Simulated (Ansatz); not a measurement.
Reaction (SMILES): COC=C(F)F + 3 C (CH4) + O (H2O) → C=C (C2H4) [ethene] + 2 CF (CH3F) + 2 CO (CH4O) [methanol]
Each molecule is optimised on its own at B3LYP-D3(BJ)/def2-TZVP (Ansatz, a program for electronic structure), one conformer each, not searched for the lowest.
Geometry of the first species:
SMILES: COC=C(F)F
```xyz
10

C     -2.4944    -0.2439     0.1790
O     -1.1691    -0.7638     0.1550
C     -0.2214     0.1246     0.5586
C      0.9386     0.2293    -0.0701
F      1.2879    -0.4428    -1.1516
F      1.9273     1.0095     0.3475
H     -3.1549    -1.0650    -0.0892
H     -2.6082     0.5716    -0.5409
H     -2.7530     0.1190     1.1795
H     -0.4053     0.7244     1.4430
```

Property: bond separation energy (electronic energy difference), in kJ/mol. Valence correlation only, unless marked. No spin-orbit coupling. Non-relativistic unless marked X2C. CBS marks a two-point X^-3 extrapolation of the correlation energy; Hartree-Fock from the larger set. The bracket is a focal-point correction in the basis named.

| level | program | bond separation energy (kJ/mol) |
|---|---|---|
| B3LYP-D4/def2-TZVPD | Ansatz + dftd4 | [?] |
| r2SCANh/def2-TZVPD | Ansatz | 110.8 |
| r2SCAN0-D4/def2-TZVPD | Ansatz + dftd4 | 108.1 |
| LC-wPBE-D3(BJ)/def2-TZVPD | Ansatz + dftd3 | 103.2 |
| wB97M-V/def2-TZVPD | Ansatz | [?] |
| wB97X-V/def2-TZVPD | Ansatz | [?] |
| RPA@PBE/cc-pVTZ | Ansatz | [?] |
| SCS-MP2/6-31G* | Ansatz | 112.6 |
| X2C-CCSD(T)/cc-pVTZ-DK | Ansatz | 99.7 |
| RI-MP2/CBS(cc-pVTZ,cc-pVQZ)+[CCSD(T)-MP2]/cc-pVTZ | Ansatz | 90.1 |

### Question
Some entries are withheld; supply them.

### Answer

- B3LYP-D4/def2-TZVPD, bond separation energy (kJ/mol): 93.2
- wB97M-V/def2-TZVPD, bond separation energy (kJ/mol): 97.2
- wB97X-V/def2-TZVPD, bond separation energy (kJ/mol): 93.7
- RPA@PBE/cc-pVTZ, bond separation energy (kJ/mol): 86.7
